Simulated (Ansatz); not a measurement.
Computed with Ansatz on PBE0-D4/def2-TZVP structures; ΔE is electronic, products minus reactants. CBS: MP2 limit from def2 TZ/QZ plus the TZ coupled-cluster correction, frozen cores. This one scheme is used for every species. DFT in def2-TZVPP. Each species was taken in one conformer, which may not be the lowest.

`BC(=C)C` + CH₃SH → `BC(=C)SC` + CH₄  (substitution at a C–C bond)

| level | ΔE (kJ/mol) |
| --- | --- |
| PBE-D4 | -21.7 |
| PBE0-D4 | -15.2 |
| ωB97M-V | -10.6 |
| PBE0 | -11.4 |

Q: What does CCSD(T)/CBS give? (Best estimate.)

A: Computed: -12.5 kJ/mol. The listed levels differ from it by -9.2, -2.7, 1.9, 1.1 kJ/mol.

Largest T1 diagnostic among the species: 0.012.

In def2-TZVPP, CCSD(T) changes the Hartree–Fock value by −18.1 kJ/mol (the triples alone add −5.5 kJ/mol) and MP2 by −23.6 kJ/mol. The D4 term adds −6.9 kJ/mol with B3LYP and −3.8 kJ/mol with PBE0; it sums over pairs of atoms, weighted by their polarisabilities, and B3LYP, whose exchange is more repulsive, gets the larger term. From PBE to PBE0 (25 % exact exchange), in def2-TZVPP and without D4, ΔE moves by +6.1 kJ/mol.

B3LYP here is the variant with VWN-RPA as its local correlation; programs differ in this.
